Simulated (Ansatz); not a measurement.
Job for Ansatz (a program for electronic structure): R-BLYP/def2-TZVPP on H4P2 (SMILES PP), a point of a torsion scan.

Ansatz 0.2 input:
```yaml
crystal:
  periodic: [false, false, false]
  atoms:
    - {symbol: P, position_ang: [-1.04098724, -0.30775965, -0.60303857]}
    - {symbol: P, position_ang: [1.09270353, -0.17993905, -0.26279273]}
    - {symbol: H, position_ang: [-1.36753485, 1.01921331, -0.33456043]}
    - {symbol: H, position_ang: [-1.32391073, -0.70003087, 0.70306440]}
    - {symbol: H, position_ang: [1.16353963, 1.17121350, 0.06756089]}
    - {symbol: H, position_ang: [1.38809264, 0.07361059, -1.60006745]}
basis:
  gaussian:
    orbitals: def2-TZVPP
hamiltonian:
  xc: {name: BLYP}
scf: {lower_state_search: off}
```

Program output:

```
WARN ansatz: RAYON_NUM_THREADS=1 ignored (pool sized by the plan → 1); use --threads N
Functional definition: BLYP
these checks for a lower state are left out or cut short: stability, starts, cluster_reference, orbital_swaps, neighbouring_geometries, increment
integrals: 0.05 GiB planned
810 factors; their error is unknown
mean field: 0.38 GiB planned
mean field evaluation 1: about -18640.9971 eV, gradient 2.2e1 eV
mean field evaluation 2: about -18641.2292 eV, gradient 2.3e1 eV
mean field evaluation 4: about -18642.6658 eV, gradient 1.2e0 eV
mean field evaluation 8: about -18642.6421 eV, gradient 2.8e-1 eV
mean field evaluation 16: about -18642.6422 eV, gradient 1.5e-6 eV
mean field -18642.64218013 eV, -685.1044636829 hartree, gradient 1.5e-6 eV, S^2 0.000000; 0 other end points of the search recorded, 0 dependent functions left out
reference -18642.64248945 eV, -685.1044750503 hartree; 17, 17 occupied and 123, 123 virtual orbitals, 810 factors
Total energy: -18642.64248945 eV, -685.1044750503 hartree
Checks for a lower state left out: stability, starts, cluster_reference, orbital_swaps, neighbouring_geometries, increment
```

The calculation finished and met its thresholds.

Cost: very roughly 1.6 core-seconds.
